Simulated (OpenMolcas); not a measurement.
Rh5+ among 4 point charges of -1 e arranged as a tetrahedron (Td), 2.12 Å from the ion.

```
Program             : OpenMolcas
Method              : CASSCF
Basis               : ANO-RCC-VDZP [6s5p3d1f]
Scalar Hamiltonian  : DKH2, point nucleus
Active space        : 4 electrons in 5 orbitals (4d)
State averaging     : 2S+1 = 5 even, 5 roots; 2S+1 = 3 even, 45 roots; 2S+1 = 1 even, 50 roots
Spin-orbit coupling : RASSI with atomic mean-field integrals over the reference wave functions
```

What is the spin-free ground state (labels of Td)?

5T2, 3-fold in its orbital part, 100 % from free-ion D terms; it has the highest spin that d4 allows.

Where is the first state of the same spin?

5E at 862 cm-1 above the ground state.

What are the lowest two levels with spin-orbit coupling?

A 1-fold level A1, then a 3-fold level T1 661.1 cm-1 above it. Their leading multiplicities are 5 (97 %) and 5 (98 %).

What is χT at 300 K, and how does it compare with the textbook value?

The lowest level has 2S+1 = 5, for which the spin-only value is χT = S(S+1) / 2 = 3.000 cm3 K/mol (g = 2). The computed 0.490 at 300 K differs by -2.510, through orbital momentum, spin-orbit coupling and any other state in reach. With a threefold ground state the orbital momentum is unquenched, so the spin-only value is not expected to hold.

Which ligand-field parameters describe the states?

A least-squares ligand-field fit to the states below 45000 cm-1, each weighted by its degeneracy and with a free common offset, gives 10Dq = -893 cm-1 (negative for this site), B = 1042 cm-1 and C = 4265 cm-1 (C/B = 4.09), with an rms deviation of 18 cm-1. 

Spin-orbit coupling mixes the spin-free states strongly: the lowest level takes only 66 % from its leading state, 5T2. Without dynamic correlation the repulsion within the d shell is too large (B by tens of per cent), so at a given field states of lower spin stand too high. Point charges give a weaker field than real ligands, and real ions of this kind are as a rule low spin; the high spin found here belongs to the model. The ground term spreads over less than 5000 cm-1, several times less than with real ligands, so orbital moments are less quenched and χT lies further from the spin-only value than at real sites. This is an electrostatic model: the charges have no orbitals. No measured value stands beside these numbers.
